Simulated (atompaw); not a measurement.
Logarithmic derivatives: vanadium, PAW (atompaw)

atompaw 4.2.0.5 input, output lines left out:

```
V 23
GGA-PBE scalarrelativistic loggrid 1500 logderivrange -2 5 176
4 4 3 0 0 0
4 1 0
3 2 3
0 0 0
c
c
c
v
c
c
v
v
2
3.00 2.20 2.50 2.60
y
2.5
n
y
-0.03
n
y
2.1
n
custom rrkj vanderbiltortho sinc
3 0 ultrasoft
3.00
2.80
3.00
3.00
1.60
1.60
```

The phase is arctan(r·u′/u) with u = r·R(r), unwrapped; energies in Ry, scanned from -2 to 5 Ry. A pole is an energy at which the radial function vanishes at the test radius. The pseudo phase is shifted by a multiple of π to meet the all-electron one at the reference energy, and phase errors are pseudo minus all-electron; the curves can meet again beyond the range given. Levels narrower than the energy grid can be missing from the lists of poles.

```tsv
channel	radius (bohr)	reference energy (Ry)	poles, all-electron	poles, pseudo	unbroken range about the reference energy with phases within 0.05 rad	phase error 1 Ry above the reference energy (rad)
s	3.01	-0.35	1.03	1.03, 4.52	below 3.4	-0.001
p	3.01	-0.11	1.81	1.74, 4.16	below 2.4	-0.002
d	3.01	-0.38	-0.26, 3.14	-0.26, 3.14	below 4.9	-0.002
```

Phases in the p channel:

| E (Ry) | all-electron | pseudo |
| --- | --- | --- |
| -2.00 | 1.314 | 1.313 |
| -1.76 | 1.293 | 1.292 |
| -1.52 | 1.267 | 1.266 |
| -1.28 | 1.233 | 1.233 |
| -1.04 | 1.187 | 1.187 |
| -0.80 | 1.121 | 1.120 |
| -0.56 | 1.016 | 1.016 |
| -0.32 | 0.830 | 0.830 |
| -0.08 | 0.455 | 0.454 |
| 0.16 | -0.233 | -0.233 |
| 0.40 | -0.853 | -0.853 |
| 0.64 | -1.167 | -1.168 |
| 0.88 | -1.329 | -1.330 |
| 1.12 | -1.425 | -1.427 |
| 1.36 | -1.489 | -1.494 |
| 1.60 | -1.537 | -1.545 |
| 1.84 | -1.576 | -1.588 |
| 2.08 | -1.609 | -1.631 |
| 2.32 | -1.641 | -1.678 |
| 2.56 | -1.672 | -1.743 |
| 2.80 | -1.705 | -1.867 |
| 3.04 | -1.742 | -2.318 |
| 3.28 | -1.788 | -4.080 |
| 3.52 | -1.850 | -4.506 |
| 3.76 | -1.942 | -4.624 |
| 4.00 | -2.097 | -4.684 |
| 4.24 | -2.406 | -4.724 |
| 4.48 | -3.053 | -4.756 |
| 4.72 | -3.786 | -4.785 |
| 4.96 | -4.164 | -4.814 |
